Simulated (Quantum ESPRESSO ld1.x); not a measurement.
Question: The gold ion Au+, configuration [Xe] 4f14 5d10. Calculated with ld1.x of Quantum ESPRESSO 7.5: Dirac Kohn-Sham, revPBE, spin-unpolarised, spherical densities, point nucleus. Some entries of the table are withheld. Estimate them.

orbital  occ.  eigenvalue (hartree)  <r> (bohr)
1s1/2       2              -2964.45     0.01686
2s1/2       2              -522.863     0.07044
2p1/2       2              -501.296     0.05798
2p3/2       4              -433.831     0.06653
3s1/2       2              -123.630      0.1832
3p1/2       2              -113.957      0.1736
3p3/2       4              -99.0688      0.1893
3d3/2       4                   (1)      0.1648
3d5/2       6                   (2)      0.1696
4s1/2       2              -27.0748      0.4068
4p1/2       2              -22.9525      0.4094
4p3/2       4              -19.3830      0.4434
4d3/2       4              -12.6515         (3)
4d5/2       6              -11.9868         (4)
5s1/2       2              -4.28042      0.9287
4f5/2       6              -3.35652      0.4953
4f7/2       8              -3.21649      0.5023
5p1/2       2              -2.94806       1.005
5p3/2       4              -2.34496       1.105
5d3/2       4              -0.59576       1.534
5d5/2       6              -0.53815       1.604

Answer: 
(1) 3d3/2 eigenvalue (hartree): -83.0583
(2) 3d5/2 eigenvalue (hartree): -79.8592
(3) 4d3/2 <r> (bohr): 0.4519
(4) 4d5/2 <r> (bohr): 0.4631
